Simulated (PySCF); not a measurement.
# Relaxation of septet [V2Cl]+

Method: UB3LYP/[Cl def2-SVP, V def2-SVP], no relativity, density fitting, PySCF. A (50,194) grid was used.

A start displaced from a saddle point along its imaginary mode, of Cs symmetry, held to at least that symmetry:

Coordinates in bohr (charge 1 multiplicity 7):
```
Cl    0.0950   -0.4628   -0.0121
V    -0.0325    0.1583    4.4854
V    -0.0327    0.1594   -4.4771
```

(1) What does it relax to?

(2) How much energy is released, and in how many steps?

Answers

(1) It ends at C2v with Cl–V 2.381 Å (×2), V–V 2.763 Å; Cl–V–V 54.5° (×2), V–Cl–V 70.9° (after a last refinement on a finer grid). A frequency run shows a minimum. Other isomers or separated fragments may lie lower.

(2) 67.3 kJ/mol in 15 steps.

Other spin states or occupations of the open shell can lie lower. At this level a nonet minimum of C2v symmetry lies 13 kJ/mol below this structure.

The relaxation took of the order of 9 core-minutes on a shared host.
